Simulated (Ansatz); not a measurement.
As₂, SMILES `[As]#[As]`. Total charge 0; spin multiplicity 1.

Bond lengths: As1–As2 2.089 Å.

(1) List the harmonic frequencies (cm⁻¹, unscaled) at PBE0-D4/def2-TZVP in Ansatz. (An estimate is asked.)

(2) Is this a minimum?

(3) Give the ideal-gas thermochemistry at 298.15 K and 1 bar (rigid rotor, harmonic oscillator; point group D∞h, symmetry number 2).

Results:

(1) The calculation gave: 467.

(2) Yes, all 1 modes are real.

(3) Zero-point energy 2.8 kJ/mol; H(298) − E = 12.1 kJ/mol; entropy 240.2 J/(mol·K), of which translation 171.3, rotation 65.8, vibration 3.1; G(298) − E = -59.5 kJ/mol.
